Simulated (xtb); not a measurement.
Cl3Ga, charge -1, doublet, geometry from GFN2-xTB (such geometries of metal compounds can be far from the true shape) (a state made from the parent by changing its charge; the spin is typed, not shown lowest); GFN2-xTB (xtb).

xtb was given this input:
```
$ xtb coord --gfn 2 --chrg -1 --uhf 1 --json

# file coord
$coord
     -0.3265638362       0.3345478157       0.8646223998  ga
     -3.1478792466      -2.3324300340      -0.9656637880  cl
      0.3794974460       3.5370680586      -1.9044714308  cl
      3.3638805552      -1.8146958150       1.2934708561  cl
$end
```

What the program printed (banner, timings and long lists left out):

```
   ID    Z sym.   atoms
    1   31 ga     1
    2   17 cl     2-4

           -------------------------------------------------
          |                Calculation Setup                |
           -------------------------------------------------

           -------------------------------------------------
          |                 G F N 2 - x T B                 |
           -------------------------------------------------

          ...................................................
          :                      SETUP                      :
          :.................................................:
          :  # basis functions                  40          :
          :  # atomic orbitals                  36          :
          :  # shells                           12          :
          :  # electrons                        25          :
          :  max. iterations                   250          :
          :  Hamiltonian                  GFN2-xTB          :
          :  restarted?                      false          :
          :  GBSA solvation                  false          :
          :  PC potential                    false          :
          :  electronic temp.          300.0000000     K    :
          :  accuracy                    1.0000000          :
          :  -> integral cutoff          0.2500000E+02      :
          :  -> integral neglect         0.1000000E-07      :
          :  -> SCF convergence          0.1000000E-05 Eh   :
          :  -> wf. convergence          0.1000000E-03 e    :
          :  Broyden damping             0.4000000          :
          :  net charge                         -1          :
          :  unpaired electrons                  1          :
          ...................................................

 iter      E             dE          RMSdq      gap      omega  full diag
   1    -15.2643565 -0.152644E+02  0.604E+00    6.78       0.0  T
   2    -15.2824703 -0.181138E-01  0.398E+00    6.95       1.0  T
   3    -15.2836552 -0.118494E-02  0.170E+00    7.07       1.0  T
   4    -15.2841336 -0.478365E-03  0.512E-01    7.04       1.0  T
   5    -15.2842012 -0.676289E-04  0.272E-01    7.04       1.0  T
   6    -15.2842685 -0.672749E-04  0.137E-01    7.01       1.0  T
   7    -15.2841857  0.827726E-04  0.215E-01    7.04       1.0  T
   8    -15.2842910 -0.105292E-03  0.310E-02    7.03       1.6  T
   9    -15.2842933 -0.228981E-05  0.309E-03    7.02      16.2  T
[...]
         :: total energy             -15.281550843575 Eh    ::
[...]
        23                          0.1948008               5.3008
        24                          0.1948008               5.3008
       ...                                ...                  ...
        36                          1.2525724              34.0842
      -------------------------------------------------------------
                  HL-Gap            0.2580887 Eh            7.0230 eV
             Fermi-level           -0.1357844 Eh           -3.6949 eV

     #   Z          covCN         q      C6AA      α(0)
     1  31 ga       2.337    -0.007   218.987    33.186
     2  17 cl       0.779    -0.331   109.642    16.018
     3  17 cl       0.779    -0.331   109.642    16.018
     4  17 cl       0.779    -0.331   109.642    16.018

 Mol. C6AA /au·bohr⁶  :       2087.387294
 Mol. C8AA /au·bohr⁸  :     126169.654903
 Mol. α(0) /au        :         81.238893

Wiberg/Mayer (AO) data.
largest (>0.10) Wiberg bond orders for each atom

 ---------------------------------------------------------------------------
     #   Z sym  total        # sym  WBO       # sym  WBO       # sym  WBO
 ---------------------------------------------------------------------------
     1  31 ga   3.049 --     4 cl   1.016     2 cl   1.016     3 cl   1.016
     2  17 cl   1.153 --     1 ga   1.016
     3  17 cl   1.153 --     1 ga   1.016
     4  17 cl   1.153 --     1 ga   1.016
 ---------------------------------------------------------------------------

Topologies differ in total number of bonds
Writing topology from bond orders to xtbtopo.mol

molecular dipole:
                 x           y           z       tot (Debye)
 q only:       -0.195       0.200       0.516
   full:       -0.217       0.223       0.576       1.663
molecular quadrupole (traceless):
                xx          xy          yy          xz          yz          zz
 q only:       -2.523      -1.280      -2.461      -3.307       3.388       4.984
  q+dip:       -3.563      -1.807      -3.475      -4.670       4.784       7.038
   full:       -3.793      -1.924      -3.700      -4.972       5.094       7.494

           -------------------------------------------------
          | TOTAL ENERGY              -15.281550843575 Eh   |
          | GRADIENT NORM               0.000004177175 Eh/α |
          | HOMO-LUMO GAP               7.022951124277 eV   |
           -------------------------------------------------

normal termination of xtb
```
